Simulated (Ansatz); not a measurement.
H$_{2}$S$_{2}$, quintet, geometry from GFN2-xTB of the parent state (a higher spin typed on purpose: for a closed-shell molecule this is an excited state); HF/cc-pVTZ in Ansatz (a program for electronic structure).

Ansatz was given this input:
Ansatz 0.2 input:
```yaml
crystal:
  periodic: [false, false, false]
  atoms:
    - {symbol: S, position_ang: [-0.89880885, 0.02604772, 0.48959929]}
    - {symbol: S, position_ang: [0.89707958, 0.07839641, -0.48718121]}
    - {symbol: H, position_ang: [-1.52188329, -0.85435140, -0.30564322]}
    - {symbol: H, position_ang: [1.54955162, -0.81675470, 0.26695388]}
basis:
  gaussian:
    orbitals: cc-pVTZ
hamiltonian:
  xc: hf
magnetization: {spin_polarized: true, initial_magnetization: 4}
```

What the program printed (banner, timings and long lists left out):

```
Functional definition: HF
838 factors; their error is unknown
mean field evaluation 1: about -21656.4013 eV, gradient 9.4e0 eV
mean field evaluation 2: about -21657.4951 eV, gradient 4.4e0 eV
mean field evaluation 4: about -21657.9581 eV, gradient 1.1e0 eV
mean field evaluation 8: about -21658.0007 eV, gradient 1.3e-1 eV
mean field evaluation 16: about -21658.1885 eV, gradient 1.4e-2 eV
mean field evaluation 32: about -21658.3297 eV, gradient 1.1e0 eV
mean field evaluation 64: about -21658.1167 eV, gradient 1.4e0 eV
mean field evaluation 96: about -21656.1219 eV, gradient 5.2e0 eV
mean field evaluation 128: about -21658.1885 eV, gradient 5.4e-4 eV
mean field -21658.39421914 eV, -795.9313069667 hartree, gradient 2.4e-5 eV, S^2 6.035640; 4 other end points of the search recorded, 0 dependent functions left out
reference -21658.39421914 eV, -795.9313069667 hartree; 19, 15 occupied and 77, 81 virtual orbitals, 838 factors
Total energy: -21658.39421914 eV, -795.9313069667 hartree
```
